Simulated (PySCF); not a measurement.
Cd(NH2)2, H₄CdN₂, SMILES [NH2][Cd][NH2] at its B3LYP/def2-SVP optimised geometry (Å):

```
7

Cd     0.0452     0.1620     0.0000
N      2.0619     0.1620     0.0000
H      2.4798     0.4083    -0.8985
H      2.4731    -0.7310     0.2744
N     -1.9532     0.4340     0.0000
H     -2.3335     0.7310     0.9000
H     -2.4798    -0.3959    -0.2755
```

Level of theory: B3LYP/def2-TZVP, def2 effective core potentials past Kr (PySCF). The core electrons that the potentials of Cd replace are not part of the density.

Map of the Laplacian of the electron density (e/bohr⁵) on the plane z = 1.5 Å:

```
|00000000000000000000000000000|
|00000000000000000000000000000|
|00000000000000000000000000000|
|00000000000000000000000000000|
|00000000000000000000000000000|
|00000000000000000000000000000|
|00000000000000000000000000000|
|00000000000000000000000000000|
|00000000000000000000000000000|
|00000011100000000000000000000|
|00000134311000000000000000000|
|00000378631111111000110000000|
|00001389742112221111111000000|
|00001267632112332111221000000|
|00000123321112332111221100000|
|00000011111112221111121100000|
|00000000000001111001111000000|
|00000000000000000000000000000|
|00000000000000000000000000000|
|00000000000000000000000000000|
|00000000000000000000000000000|
|00000000000000000000000000000|
|00000000000000000000000000000|
|00000000000000000000000000000|
|00000000000000000000000000000|
|00000000000000000000000000000|
|00000000000000000000000000000|
|00000000000000000000000000000|
|00000000000000000000000000000|
```
Scale: ten equal steps from 0.000 (start of '0') to 0.080 (end of '9'), in the order '0123456789'; x runs from -4.50 to 4.50, y from -4.50 (bottom) to 4.50 (top).
